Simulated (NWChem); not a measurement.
The numbers come from NWChem runs, not from measurements. System: Cl4Pd (-2), charge -2, spin multiplicity 1, at a geometry optimised with PBE0/def2-SVP with def2 effective core potentials on Pd. The structure started from a generated list of species. Level: CAM-B3LYP/def2-SVPD with def2 effective core potentials on Pd.

Job file:

```
start mol
memory heap 200 mb stack 900 mb global 1100 mb
charge -2
geometry units angstroms nocenter noautoz
  Pd     0.000000     0.000000     0.000000
  Cl     0.000000     0.000000     2.363811
  Cl     2.363809     0.000000     0.000000
  Cl     0.000000     0.000000    -2.363811
  Cl    -2.363809     0.000000     0.000000
  symmetry group D2h
end
basis spherical
  * library def2-svpd
end
ecp
  Pd library def2-ecp
end
dft
  xc xcamb88 1.00 lyp 0.81 vwn_5 0.19 hfexch 1.00
  cam 0.33 cam_alpha 0.19 cam_beta 0.46
  direct
  iterations 100
end
task dft energy
```

Part of the output:

```
             Northwest Computational Chemistry Package (NWChem) 7.3.0
             --------------------------------------------------------

                                NWChem Input Module
                                -------------------

 Scaling coordinates for geometry "geometry" by  1.889725989
 (inverse scale =  0.529177249)

 Turning off AUTOSYM since
 SYMMETRY directive was detected!

                             Geometry "geometry" -> ""
                             -------------------------

 Output coordinates in angstroms (scale by  1.889725989 to convert to a.u.)

  No.       Tag          Charge          X              Y              Z
 ---- ---------------- ---------- -------------- -------------- --------------
    1 Pd                  46.0000     0.00000000     0.00000000     0.00000000
    2 Cl                  17.0000     0.00000000     0.00000000     2.36381100
    3 Cl                  17.0000     2.36380900     0.00000000     0.00000000
    4 Cl                  17.0000     0.00000000     0.00000000    -2.36381100
    5 Cl                  17.0000    -2.36380900     0.00000000     0.00000000

 Effective nuclear repulsion energy (a.u.)     947.9426490113

            Nuclear Dipole moment (a.u.)
            ----------------------------
        X                 Y               Z
 ---------------- ---------------- ----------------
     0.0000000000     0.0000000000     0.0000000000

      Symmetry information
      --------------------

 Group name             D2h
 Group number             26
 Group order               8
 No. of unique centers     3

      Symmetry unique atoms

     1    2    3


 Summary of "ao basis" -> "" (spherical)
 ------------------------------------------------------------------------------
       Tag                 Description            Shells   Functions and Types
 ---------------- ------------------------------  ------  ---------------------
 *                         def2-svpd                  on all atoms

                                 NWChem DFT Module
                                 -----------------
[...]
              MO Center= -1.2D-13, -7.1D-17, -2.3D-17, r^2= 4.4D+00
   Bfn.  Coefficient  Atom+Function         Bfn.  Coefficient  Atom+Function
  ----- ------------  ---------------      ----- ------------  ---------------
    18      0.652777  1 Pd d -2              74     -0.331024  3 Cl py
   128      0.331024  5 Cl py                71     -0.257884  3 Cl py
   125      0.257884  5 Cl py                68     -0.147575  3 Cl py
   122      0.147575  5 Cl py                23      0.114673  1 Pd d -2
    77     -0.092824  3 Cl py               131      0.092824  5 Cl py

 Vector   45  Occ=0.000000D+00  E= 2.211024D-01  Symmetry=ag
              MO Center=  3.6D-14, -1.6D-17,  4.2D-14, r^2= 6.3D+00
   Bfn.  Coefficient  Atom+Function         Bfn.  Coefficient  Atom+Function
  ----- ------------  ---------------      ----- ------------  ---------------
    20      0.635520  1 Pd d  0              51      0.402961  2 Cl pz
    76     -0.402960  3 Cl px               105     -0.402961  4 Cl pz
   130      0.402960  5 Cl px                22     -0.366918  1 Pd d  2
    39     -0.318357  2 Cl s                 66      0.318356  3 Cl s
    93     -0.318357  4 Cl s                120      0.318356  5 Cl s

 Vector   46  Occ=0.000000D+00  E= 2.702389D-01  Symmetry=ag
              MO Center= -4.2D-12,  1.5D-15, -1.1D-11, r^2= 2.0D+01
   Bfn.  Coefficient  Atom+Function         Bfn.  Coefficient  Atom+Function
  ----- ------------  ---------------      ----- ------------  ---------------
     5      5.276878  1 Pd s                 39     -1.353938  2 Cl s
    66     -1.353946  3 Cl s                 93     -1.353938  4 Cl s
   120     -1.353946  5 Cl s                  4      1.042295  1 Pd s
    51      0.985659  2 Cl pz                76      0.985664  3 Cl px
   105     -0.985659  4 Cl pz               130     -0.985664  5 Cl px

 Vector   47  Occ=0.000000D+00  E= 2.744219D-01  Symmetry=b3u
              MO Center=  4.1D-12,  1.6D-17,  4.1D-16, r^2= 2.5D+01
   Bfn.  Coefficient  Atom+Function         Bfn.  Coefficient  Atom+Function
  ----- ------------  ---------------      ----- ------------  ---------------
    12      4.368315  1 Pd px                66     -4.348502  3 Cl s
   120      4.348502  5 Cl s                 76      2.036320  3 Cl px
   130      2.036320  5 Cl px                15      1.356833  1 Pd px
    65      0.415427  3 Cl s                119     -0.415427  5 Cl s
    88     -0.190499  3 Cl d  2             142      0.190499  5 Cl d  2

 center of mass
 --------------
 x =   0.00000000 y =   0.00000000 z =   0.00000000

 moments of inertia (a.u.)
 ------------------
        1395.515022573534           0.000000000000           0.000000000000
           0.000000000000        2791.027683681737           0.000000000000
           0.000000000000           0.000000000000        1395.512661108203

     Multipole analysis of the density
     ---------------------------------

     L   x y z        total         alpha         beta         nuclear
     -   - - -        -----         -----         ----         -------
     0   0 0 0     -2.000000    -44.000000    -44.000000     86.000000

     1   1 0 0     -0.000000     -0.000000     -0.000000      0.000000
     1   0 1 0     -0.000000     -0.000000     -0.000000      0.000000
     1   0 0 1     -0.000000     -0.000000     -0.000000      0.000000

     2   2 0 0    -85.423476   -381.923854   -381.923854    678.424233
     2   1 1 0      0.000000      0.000000      0.000000      0.000000
     2   1 0 1      0.000000      0.000000      0.000000      0.000000
     2   0 2 0    -60.353620    -30.176810    -30.176810      0.000000
     2   0 1 1      0.000000      0.000000      0.000000      0.000000
     2   0 0 2    -85.423536   -381.924458   -381.924458    678.425381

 Task  times  cpu:       35.7s     wall:       35.7s

 Total times  cpu:       35.8s     wall:       35.8s
```
